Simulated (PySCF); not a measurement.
EPR parameters of N,N,N',N'-tetramethyl-p-phenylenediamine radical cation

Species: N,N,N',N'-tetramethyl-p-phenylenediamine radical cation, C10H16N2 (charge +1 and doublet state).
Numbering: `[CH3:1][N:2]([CH3:3])[c:4]1[cH:5][cH:6][c:7]([N:8]([CH3:9])[CH3:10])[cH:11][cH:12]1` (hydrogens: H13, H14, H15 on C1; H16, H17, H18 on C3; H19 on C5; H20 on C6; H21, H22, H23 on C9; H24, H25, H26 on C10; H27 on C11; H28 on C12)

Cartesian coordinates in Å at the PBE0-D3(BJ)/def2-SVP level; atoms count from 1:
```xyz
28
C10H16N2 angstrom
C     -3.639    0.628    0.566
N     -2.762   -0.194   -0.249
C     -3.355   -1.134   -1.183
C     -1.421   -0.095   -0.131
C     -0.544   -0.911   -0.906
C      0.816   -0.812   -0.787
C      1.418    0.113    0.118
N      2.759    0.212    0.236
C      3.636   -0.630   -0.557
C      3.351    1.133    1.190
C      0.541    0.926    0.897
C     -0.819    0.827    0.777
H     -3.492    1.699    0.352
H     -3.465    0.452    1.638
H     -4.680    0.375    0.342
H     -4.443   -1.022   -1.164
H     -3.109   -2.173   -0.912
H     -3.009   -0.944   -2.210
H     -0.949   -1.637   -1.610
H      1.437   -1.463   -1.400
H      3.439   -0.504   -1.632
H      3.514   -1.693   -0.295
H      4.676   -0.346   -0.367
H      3.062    0.878    2.222
H      4.442    1.077    1.115
H      3.047    2.170    0.981
H      0.945    1.648    1.605
H     -1.440    1.475    1.393
```

The hyperfine couplings belong to this conformer and change with its torsions.

Identity: `c1c(ccc(c1)N(C)C)N(C)C` (N,N,N',N'-tetramethyl-p-phenylenediamine radical cation) [SMILES of the parent framework; charge +1 and doublet state].

Computed, not measured: UKS B3LYP, IGLO-III on C N, pcH-1 on H, non-relativistic, mean-field spin-orbit, GIAO (PySCF 2.14.0). Geometry: PBE0-D3(BJ)/def2-SVP; no solvent, vibrations or thermal averaging. No stability test was run, so a lower SCF solution isn't excluded.

```json
{
  "g1, g2, g3": "2.00213, 2.00320, 2.00390",
  "g_iso": "2.00308",
  "Form of g": "rhombic: the two nearest values differ by 39 % of g3 − g1",
  "⟨S²⟩": "0.7602 (exact 0.7500)",
  "α and β electrons": "45, 44",
  "HOMO–LUMO gap, α and β orbitals": "4.64, 3.10 eV",
  "Total energy": "-500.15080 Eh"
}
```

Hyperfine couplings atom by atom, in G; T1 to T3 are the principal values of the dipolar part (MHz turned into gauss with g_iso; 10 G = 1 mT):

```csv
atom,isotope,a_iso,T1,T2,T3,Mulliken spin population
C1,13C,-3.9,-0.3,-0.2,0.4,-0.03
N2,14N,5.3,-5.4,-5.3,10.7,0.29
C3,13C,-3.9,-0.3,-0.2,0.4,-0.03
C4,13C,-2.0,-3.4,-2.5,5.8,0.10
C5,13C,0.0,-1.9,-1.7,3.6,0.05
C6,13C,0.0,-1.9,-1.7,3.6,0.05
C7,13C,-2.0,-3.4,-2.5,5.8,0.10
N8,14N,5.3,-5.4,-5.3,10.7,0.29
C9,13C,-3.9,-0.3,-0.2,0.4,-0.03
C10,13C,-3.8,-0.3,-0.2,0.4,-0.03
C11,13C,0.0,-1.9,-1.7,3.6,0.05
C12,13C,0.0,-1.9,-1.7,3.6,0.05
H13,1H,12.9,-0.9,-0.5,1.3,0.02
H14,1H,12.0,-0.9,-0.4,1.3,0.02
H15,1H,0.3,-0.8,-0.7,1.5,0.00
H16,1H,0.3,-0.8,-0.7,1.5,0.00
H17,1H,13.2,-0.8,-0.5,1.3,0.02
H18,1H,11.6,-0.9,-0.4,1.3,0.02
H19,1H,-1.9,-0.8,-0.7,1.5,0.00
H20,1H,-1.9,-0.8,-0.7,1.5,0.00
H21,1H,11.3,-0.9,-0.4,1.3,0.02
H22,1H,13.5,-0.8,-0.5,1.3,0.02
H23,1H,0.4,-0.8,-0.7,1.5,0.00
H24,1H,12.8,-0.9,-0.5,1.3,0.02
H25,1H,0.3,-0.8,-0.7,1.5,0.00
H26,1H,12.1,-0.9,-0.5,1.3,0.02
H27,1H,-1.9,-0.8,-0.7,1.5,0.00
H28,1H,-1.9,-0.8,-0.7,1.5,0.00
```

The Mulliken spin populations are largest on N2 (+0.29), N8 (+0.29), C7 (+0.10) and C4 (+0.10).

Axes: g2 points within 1° of the N2–C4 bond.

Under fast tumbling the dipolar parts average out, and these isotropic splittings remain: 3 × 1H (H21/H22/H23, I = 1/2, 4 lines) with 0.84 mT, 3 × 1H (H16/H17/H18, I = 1/2, 4 lines) with 0.84 mT, 6 × 1H (H13 (×6), I = 1/2, 7 lines) with 0.84 mT, 2 × 14N (N2/N8, I = 1, 5 lines) with 0.53 mT, 2 × 1H (H19/H20, I = 1/2, 3 lines) with 0.19 mT and 2 × 1H (H27/H28, I = 1/2, 3 lines) with 0.19 mT.

Nuclei that the bonding pattern makes equivalent are averaged, as if the motion that swaps them (rotation, inversion, ring flip) were fast. C5 and C12, with what hangs on them, aren't averaged: C4 is flat or nearly so (angle sum 360°), and its turn about the short C4–N2 bond (1.35 Å) is taken as slow. C6 and C11, with what hangs on them, aren't averaged: C7 is flat or nearly so (angle sum 360°), and its turn about the short C7–N8 bond (1.35 Å) is taken as slow. The three 1H nuclei of mean +23.5 MHz run from 1.1 to 38.0 MHz in the frozen geometry. The three 1H nuclei of mean +23.5 MHz run from 0.9 to 37.1 MHz in the frozen geometry.

The 13C coupling of C1/C3/C9/C10 (mean -10.8 MHz) shows only in satellite lines or after enrichment, since that isotope makes up about 1.07 % of natural carbon.
